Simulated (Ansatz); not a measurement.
Ansatz (a quantum-chemistry and plane-wave program) input (RI-MP2/def2-TZVPP):
A basis named .json is the Basis Set Exchange file of that set.

Ansatz 0.2 input:
```yaml
crystal:
  periodic: [false, false, false]
  atoms:
    - {symbol: Cu, position_ang: [-0.00000000, -0.00000000, -0.82799153]}
    - {symbol: C, position_ang: [0.00000000, 0.00000000, 1.07847032]}
    - {symbol: O, position_ang: [0.00000000, 0.00000000, 2.19261656]}
basis:
  gaussian:
    orbitals: def2-TZVPP
    fitting: {mean_field: def2-universal-jkfit, correlation: def2-TZVPP-RIFIT.json}
total_charge: 1
magnetization: {spin_polarized: false}
correlation: {method: mp2, electrons: outside_noble_gas}
```

End of the output:

```
integrals: 0.05 GiB planned
416 factors; integrals over basis functions are off by at most 8.8e-1 eV
368 factors; integrals over basis functions are off by at most 1.7e2 eV
mean field: 0.27 GiB planned
mean field evaluation 1: about -47646.2814 eV, gradient 1.3e2 eV
mean field evaluation 2: about -47618.1848 eV, gradient 2.4e2 eV
mean field evaluation 4: about -47660.4040 eV, gradient 7.4e0 eV
mean field evaluation 8: about -47660.5037 eV, gradient 7.8e-4 eV
mean field -47660.50366179 eV, -1751.4912041211 hartree, gradient 2.6e-6 eV, S^2 0.000000; 0 other end points of the search recorded, 0 dependent functions left out
11 core orbitals not correlated
reference -47660.50366179 eV, -1751.4912041211 hartree; 10, 10 occupied and 105, 105 virtual orbitals, 368 factors
second order -22.86614707 eV of doubles, -0.00000000 eV of singles
Total energy: -47683.36980886 eV, -1752.3315195266 hartree
```
